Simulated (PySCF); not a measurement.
PbCl₂, SMILES [Pb]([Cl])[Cl] (connectivity only; charge and spin as stated), neutral, multiplicity 1. Heavy atoms are numbered as in [Pb:1]([Cl:2])[Cl:3].

The structure is a stationary point at B3LYP-D3(BJ)/def2-TZVP. The isomer is the one that the SMILES or the coordinates give; other isomers of the formula were not compared. The def2 effective core potentials stand for the cores of Pb; spin–orbit coupling is left out.

These are CAM-B3LYP/def2-TZVPD run with PySCF values and carry that method's errors.

Mulliken values depend strongly on the basis, most of all with diffuse functions as here. ESP charges are fitted to the potential on shells at 1.4 to 2.0 van der Waals radii. Atomic charges (e), one atom of each kind:

```
atom  ESP fit  Mulliken
----  -------  --------
Pb1         …      0.91
Cl2         …     -0.46
```

**Question.** What belongs in the gaps? (The exact figures need the calculation; the answer reports its results.)

**Answer.** 
- Pb1, ESP fit: 0.65
- Cl2, ESP fit: -0.33
